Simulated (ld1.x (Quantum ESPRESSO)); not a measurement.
Transferability test, TM potential for Ga (Z = 31)

| Quantity | Value |
| --- | --- |
| Element | gallium |
| Generator | ld1.x (Quantum ESPRESSO) 7.5 |
| Type | norm-conserving Troullier–Martins (Kleinman–Bylander form) |
| Functional | PBEsol |
| Relativity | scalar-relativistic |
| Frozen core | [Ar] |
| Valence charge | 13 |
| Reference configuration | 3d10 4s1 4p0 (charge +2) |
| Partial waves | 4s (bound): rc 1.55 bohr; 4p (bound, empty): rc 2.15 bohr; 3d (bound): rc 1.10 bohr |
| Local potential | the d channel |
| Core correction | none |

Energies are relative to the spin-unpolarised reference configuration 3d10 4s1 4p0; without spin polarisation the order of configurations can differ from experiment.

Question: Give the all-electron excitation energy and the error of the potential for: 3d10 4s2 4p1; 3d10 4s2 4p0; 3d10 4s0 4p0; 3d9 4s2 4p1; 3d10 4s0 4p3; 3d10 4s2 4p1.3; 3d10 4s2 4p0.5.

Answer:

```json
{"valence configuration": "3d10 4s2 4p1", "charge": "0", "ΔE all-electron (eV)": "-26.815", "error AE − PS (meV)": "+20"}
{"valence configuration": "3d10 4s2 4p0", "charge": "+1", "ΔE all-electron (eV)": "-21.136", "error AE − PS (meV)": "+12"}
{"valence configuration": "3d10 4s0 4p0", "charge": "+3", "ΔE all-electron (eV)": "31.121", "error AE − PS (meV)": "+30"}
{"valence configuration": "3d9 4s2 4p1", "charge": "+1", "ΔE all-electron (eV)": "0.895", "error AE − PS (meV)": "-411"}
{"valence configuration": "3d10 4s0 4p3", "charge": "0", "ΔE all-electron (eV)": "-13.425", "error AE − PS (meV)": "+9.0"}
{"valence configuration": "3d10 4s2 4p1.3", "charge": "-0.3", "ΔE all-electron (eV)": "-27.346", "error AE − PS (meV)": "+21"}
{"valence configuration": "3d10 4s2 4p0.5", "charge": "+0.5", "ΔE all-electron (eV)": "-24.788", "error AE − PS (meV)": "+17"}
```

Levels in the configuration 3d10 4s0 4p0:

| level | all-electron (eV) | pseudo (eV) |
| --- | --- | --- |
| 3d | -52.458 | -52.305 |

ld1.x printed “convergence not achieved” for 5 of the counted tests; their residual had stalled under 1e-8, short of the target of 1e-14.

Note: ghost states, extra bound levels that the all-electron valence spectrum of the same l lacks: s at -435.8 eV, p at -193.1 eV. A true bound ghost makes a file unfit for plane-wave use.
